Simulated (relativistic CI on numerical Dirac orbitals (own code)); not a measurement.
Yb³⁺: resonant inelastic scattering at the M4,5 edge

Computed with this model: Dirac-Coulomb-Breit CI, orbitals from a KLI potential per configuration, model QED (radiative potential, 1s self-energy scaled to tabulated hydrogen-like ionisation energies), valence Slater integrals scaled by 0.7, Kramers-Heisenberg scattering through one core-hole configuration in a parametric crystal field; configurations [Xe] 4f13 → [Ar] 3d9 4s2 4p6 4d10 4f14 5s2 5p6; 300 K; core-hole width 0.6 eV; summed over polarisations. Incident energies are the highest absorption maxima for each field (at most a few, so the weaker spin-orbit partner edge can be absent), on the computed scale of the free ion. Intensities are in per cent of the strongest line above 0.02 eV; levels within 1 cm⁻¹ are merged; final levels count from the ground level, the first row holds all elastic scattering, lines under 0.4 are left out and each table stops after 24 rows. The scale of the Slater integrals is a model choice and moves the terms in proportion.

Field parameters in Wybourne normalisation; cubic f-shell fields have B⁴₄ = √(5/14) B⁴₀ and B⁶₄ = −√(7/2) B⁶₀. The field is a parameter set, without covalency.

S is read from ⟨S²⟩ = S(S + 1).

D3d, B20 = -230, B40 = 1450, B43 = -1650, B60 = -50, B63 = 520, B66 = -680 cm⁻¹:

```json
{"Final level (eV)": "0.000", "Degeneracy": "2", "Irrep": "Γ4", "S": "0.50", "1522.5 eV": "201.2"}
{"Final level (eV)": "0.065", "Degeneracy": "2", "Irrep": "Γ4", "S": "0.50", "1522.5 eV": "100.0"}
{"Final level (eV)": "0.074", "Degeneracy": "2", "Irrep": "Γ5+Γ6", "S": "0.50", "1522.5 eV": "75.6"}
{"Final level (eV)": "0.114", "Degeneracy": "2", "Irrep": "Γ4", "S": "0.50", "1522.5 eV": "55.1"}
{"Final level (eV)": "1.253", "Degeneracy": "2", "Irrep": "Γ4", "S": "0.50", "1522.5 eV": "8.0"}
{"Final level (eV)": "1.327", "Degeneracy": "2", "Irrep": "Γ4", "S": "0.50", "1522.5 eV": "9.2"}
{"Final level (eV)": "1.329", "Degeneracy": "2", "Irrep": "Γ5+Γ6", "S": "0.50", "1522.5 eV": "8.0"}
```

Oh, B40 = 1580, B60 = 460 cm⁻¹:

```tsv
Final level (eV)	Degeneracy	Irrep	S	1522.5 eV
0.000	2	Γ6	0.50	107.4
0.053	4	Γ8	0.50	100.0
0.087	2	Γ7	0.50	26.9
1.269	4	Γ8	0.50	8.5
1.324	2	Γ7	0.50	4.5
```

For the first field the strongest loss at the lowest incident energy is the level at 0.06 eV (S = 0.50, against 0.50 in the thermal ground state).
